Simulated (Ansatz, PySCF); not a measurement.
C5H4O, SMILES O=C1C=CC=C1. Atoms are numbered in the order given.

```xyz
10

O      0.0000     0.0000     2.0263
C      0.0000     0.0000     0.8217
C      0.0000     1.2023    -0.0852
C      0.0000     0.7478    -1.3465
C      0.0000    -0.7478    -1.3465
C      0.0000    -1.2023    -0.0852
H      0.0000     2.2299     0.2745
H      0.0000     1.3492    -2.2571
H      0.0000    -1.3492    -2.2571
H      0.0000    -2.2299     0.2745
```

Coordinates come from a PBE0-D3(BJ)/def2-SVP optimisation.

Two levels are set side by side: PBE-D3(BJ)/def2-SVP (Ansatz, a first-principles code) and PBE0-D3(BJ)/def2-SVP (Ansatz). Each level has its own optimised geometry; the coordinates shown are those of the second. Frequencies come from the Hessian of PySCF at each geometry. Differences are taken from unrounded values.

| quantity | PBE0-D3(BJ) | PBE-D3(BJ) | PBE-D3(BJ) minus PBE0-D3(BJ) |
|---|---|---|---|
| mean bond length (Å) | 1.275 | 1.285 | 0.010 |
| bond O1–C2 (Å) | 1.205 | 1.219 | 0.015 |
| bond C2–C3 (Å) | 1.506 | 1.515 | 0.009 |
| bond C2–C6 (Å) | 1.506 | 1.515 | 0.009 |
| bond C3–C4 (Å) | 1.341 | 1.353 | 0.012 |
| bond C4–C5 (Å) | 1.496 | 1.503 | 0.007 |
| bond C5–C6 (Å) | 1.341 | 1.353 | 0.012 |
| bond C3–H7 (Å) | 1.089 | 1.096 | 0.008 |
| bond C4–H8 (Å) | 1.091 | 1.099 | 0.008 |
| bond C5–H9 (Å) | 1.091 | 1.099 | 0.008 |
| bond C6–H10 (Å) | 1.089 | 1.096 | 0.008 |
| highest harmonic wavenumber (cm⁻¹) | 3281 | 3191 | -90 |
| mean harmonic wavenumber (cm⁻¹) | 1368 | 1317 | -51 |
| zero-point energy (kcal/mol) | 46.95 | 45.20 | -1.75 |

GGA bonds tend to be longer and softer than those of functionals with exact exchange. Differences between two approximate levels are no errors against the true value.
